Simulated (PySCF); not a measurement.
Si(CCH)2(Me)(OH) (C5H6OSi), SMILES C#C[Si](C)(O)C#C. Atoms are numbered in the order given.

```xyz
13

C     -0.1761     1.4416     2.4634
C     -0.0777     0.7367     1.4760
Si     0.0677    -0.3520     0.0000
C     -1.2431    -1.6603     0.0000
O      1.5375    -1.1277     0.0000
C     -0.0777     0.7367    -1.4760
C     -0.1761     1.4416    -2.4634
H     -0.2640     2.0664     3.3348
H     -1.1452    -2.2943     0.8939
H     -1.1452    -2.2943    -0.8939
H     -2.2443    -1.2045     0.0000
H      2.3189    -0.5669     0.0000
H     -0.2640     2.0664    -3.3348
```
Charge 0, spin multiplicity 1.

Geometry optimised at PBE0-D3(BJ)/def2-SVP. Other conformers were not sampled.

All values below come from PySCF with TDA-M06-2X/def2-SVPD.

Vertical excitations. Isolated molecule, no solvent. State labels are in the subgroup Cs.

| state | symmetry | energy (eV) | λ (nm) | f | main pairs |
|---|---|---|---|---|---|
| S1 | A" | 5.49 | 226 | 0.000 | HOMO→LUMO 31 %, HOMO−2→LUMO+1 13 %, HOMO−3→LUMO+4 12 %, HOMO→LUMO+1 11 % |
| S2 | A' | 5.61 | 221 | 0.000 | HOMO−1→LUMO 22 %, HOMO→LUMO+4 15 %, HOMO−3→LUMO+1 15 %, HOMO−2→LUMO+6 11 % |
| S3 | A" | 6.38 | 194 | 0.001 | HOMO−2→LUMO 26 %, HOMO→LUMO+1 18 %, HOMO→LUMO 16 %, HOMO−2→LUMO+1 15 % |
| S4 | A" | 6.39 | 194 | 0.001 | HOMO−2→LUMO+1 25 %, HOMO→LUMO+1 19 %, HOMO→LUMO 17 %, HOMO−2→LUMO 13 % |
| S5 | A' | 6.55 | 189 | 0.004 | HOMO−1→LUMO 34 %, HOMO−3→LUMO+1 29 %, HOMO→LUMO+4 12 % |
| S6 | A' | 6.59 | 188 | 0.003 | HOMO−1→LUMO+1 35 %, HOMO−3→LUMO 28 %, HOMO−2→LUMO+4 7 %, HOMO→LUMO+6 6 % |
| S7 | A" | 7.72 | 161 | 0.025 | HOMO→LUMO+2 32 %, HOMO−4→LUMO 21 %, HOMO→LUMO 10 %, HOMO→LUMO+1 9 % |
| S8 | A" | 7.84 | 158 | 0.083 | HOMO→LUMO+2 34 %, HOMO−2→LUMO+2 20 %, HOMO−4→LUMO 16 %, HOMO−2→LUMO 12 % |
| S9 | A' | 7.93 | 156 | 0.020 | HOMO−1→LUMO+2 25 %, HOMO−1→LUMO 23 %, HOMO−5→LUMO 16 %, HOMO→LUMO+4 5 % |
| S10 | A" | 8.04 | 154 | 0.010 | HOMO−2→LUMO+2 39 %, HOMO−4→LUMO 35 %, HOMO−1→LUMO+3 7 % |
| T1 | A" | 5.04 | 246 | 0 | HOMO−2→LUMO 19 %, HOMO→LUMO+1 18 %, HOMO→LUMO 13 %, HOMO−3→LUMO+6 12 % |
| T2 | A' | 5.14 | 241 | 0 | HOMO−3→LUMO 17 %, HOMO−1→LUMO+1 17 %, HOMO−2→LUMO+4 16 %, HOMO→LUMO+6 12 % |
| T3 | A" | 5.47 | 227 | 0 | HOMO→LUMO 36 %, HOMO→LUMO+1 12 %, HOMO−2→LUMO 11 %, HOMO−3→LUMO+4 11 % |
| T4 | A' | 5.60 | 221 | 0 | HOMO−1→LUMO 25 %, HOMO→LUMO+4 14 %, HOMO−3→LUMO 12 %, HOMO−3→LUMO+1 11 % |
Triplets are in the Tamm–Dancoff approximation.
